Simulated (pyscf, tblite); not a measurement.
•HC=C=O → cyclic C₂HO (SMILES [C]1=CO1) [doublet]: energy along the mass-weighted descent from the GFN2-xTB with spin polarisation saddle (tblite), relative to the relaxed reactant side.

| s (amu^1/2 bohr) | E (kcal/mol) |
|---|---|
| -7.39 | 0.2 |
| -7.30 | 0.2 |
| -7.20 | 0.3 |
| -7.09 | 0.4 |
| -6.98 | 0.4 |
| -6.81 | 0.6 |
| -6.36 | 1.4 |
| -5.04 | 14.2 |
| -3.72 | 46.2 |
| -2.40 | 65.3 |
| -1.08 | 77.0 |
| 0.240 | 83.0 |
| 1.56 | 79.7 |
| 2.88 | 74.8 |
| 4.20 | 68.4 |
| 5.52 | 62.7 |
| 6.96 | 59.2 |
| 7.75 | 57.8 |
| 8.03 | 57.3 |
| 8.19 | 57.2 |
| 8.29 | 57.1 |

**Question.** The GFN2-xTB with spin polarisation barrier from the reactant side is 83.3 kcal/mol. What does ωB97X-D3(BJ) (PySCF) give from its own reactant-side minimum, in def2-SVP and in def2-TZVP?

**Answer.** 62.9 kcal/mol in the double-zeta basis after reoptimising the saddle, and 60.9 kcal/mol in the triple-zeta single point, so the tight-binding barrier lies 22.5 kcal/mol over the latter. The imaginary mode goes from 761i to 342i cm⁻¹.
